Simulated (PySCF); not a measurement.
H3InOS2. Atoms are numbered in the order given.

```xyz
7

In     0.2293    -0.0049     0.0000
O      2.2342    -0.0171     0.0000
H      2.6121     0.8737     0.0000
S     -1.0341     2.0650     0.0000
H      0.0807     2.8345     0.0000
S     -0.8243    -2.1710     0.0000
H     -2.0686    -1.6356     0.0000
```
Charge 0, spin multiplicity 1.

Geometry: B3LYP-D3(BJ)/def2-SVP. The def2 effective core potentials stand for the cores of In; spin–orbit coupling is left out. The values are those of a single conformer.

Computed with PBE/def2-TZVP (PySCF).

Gas-phase values at a fixed geometry.

Computed frontier levels, gap, dipole moment and polarisability:
- highest occupied level = -6.39 eV
- lowest empty level = -2.88 eV
- orbital gap = 3.51 eV
- dipole moment = 1.78 D
- quadrupole, principal values (traceless, Buckingham form, about the centre of nuclear charge) = -10.52, 0.04, 10.48 D·Å
- mean static polarisability = 84.3 bohr³ (12.49 Å³)
- polarisability, principal values = 55.7, 84.7, 112.5 bohr³
